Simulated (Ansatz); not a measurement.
Basis sets compared for Al3O9H9, a hydroxylated oxide cluster. Charge 0, multiplicity 1. Geometry r2SCAN-D4/def2-SVP. Ansatz on 2 threads of AMD EPYC 7R13 on a shared host and a share (18 GiB) of an NVIDIA H100 80GB HBM3; times are rough, and most runs start from earlier orbitals.

```csv
atom,x (Å),y (Å),z (Å)
Al1,1.472,1.125,-0.081
Al2,-1.354,0.037,0.900
Al3,0.503,-1.140,-1.321
O4,-1.570,-0.719,2.683
O5,0.573,2.604,-0.186
O6,0.273,-0.203,0.228
O7,-1.588,1.654,1.421
O8,2.934,1.250,0.799
O9,1.349,-2.621,-1.185
O10,-2.479,-1.067,0.215
O11,-0.970,-1.158,-2.238
O12,1.670,0.245,-1.715
H13,-1.854,0.003,3.270
H14,-2.294,-1.367,2.623
H15,1.013,3.446,-0.030
H16,-1.027,2.299,0.952
H17,3.500,0.522,1.064
H18,1.014,-3.435,-1.568
H19,-2.328,-1.282,-0.721
H20,-1.263,-0.438,-2.803
H21,2.428,0.244,-2.308
```

Single mean-field runs in def2-TZVP are fitted with def2-universal-jkfit.

Binding counts from free atoms (Al doublet, O triplet, H doublet) in the same basis, without a counterpoise term.

```
           level  functions  energy (Eh)  HOMO (eV)  LUMO (eV)  binding per atom (eV)  wall time
 PBE-D4/def2-SVP        225   -1408.4998      -5.96      -0.88                   4.35      2.7 s
PBE0-D4/def2-SVP        225   -1408.5784      -7.75       0.01                   4.22      3.1 s
```

**Question.** Estimate the rows for PBE-D4/def2-TZVP, PBE0-D4/def2-TZVP (with forces).

**Answer.** 
| level | functions | energy (Eh) | HOMO (eV) | LUMO (eV) | binding per atom (eV) | wall time |
| --- | --- | --- | --- | --- | --- | --- |
| PBE-D4/def2-TZVP | 444 | -1409.6107 | -6.41 | -1.33 | 4.33 | 2.6 s |
| PBE0-D4/def2-TZVP (with forces) | 444 | -1409.6770 | -8.10 | -0.44 | 4.22 | 3.9 s |
